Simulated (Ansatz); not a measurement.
Species: HTe, net charge -1, singlet state. Whether it binds its extra electron was not tested at this geometry. 
Structure (B3LYP-D3(BJ)/def2-TZVP (Ansatz, a program for electronic structure) minimum search):
SMILES: [TeH-]
```xyz
2

Te     0.0000     0.0000    -0.0316
H      0.0000     0.0000     1.6422
```
Charge -1, spin multiplicity 1.

Basis-set convergence of Hartree-Fock and CCSD correlation energies (hartree) with Ansatz. Correlated levels leave the core frozen unless marked. No spin-orbit coupling. The frozen core is the preceding noble-gas configuration, with the filled d and f shells of earlier blocks. In def2 rows, elements after Kr have scalar-relativistic effective core potentials.

```tsv
basis	functions	E(HF)	E(corr, CCSD)
def2-SVPD	43	-267.61332	-0.13247
def2-TZVPPD	76	-267.62189	-0.16617
def2-QZVPPD	124	-267.62316	-0.18089
```

Extrapolating the two largest sets (X = 3 and 4) as X^-3: E(corr) = (64·(-0.18089) - 27·(-0.16617))/37 = -0.1916 Eh, an estimate of the basis-set limit. The largest set recovers 94.4 % of it, the smallest 69.1 %.
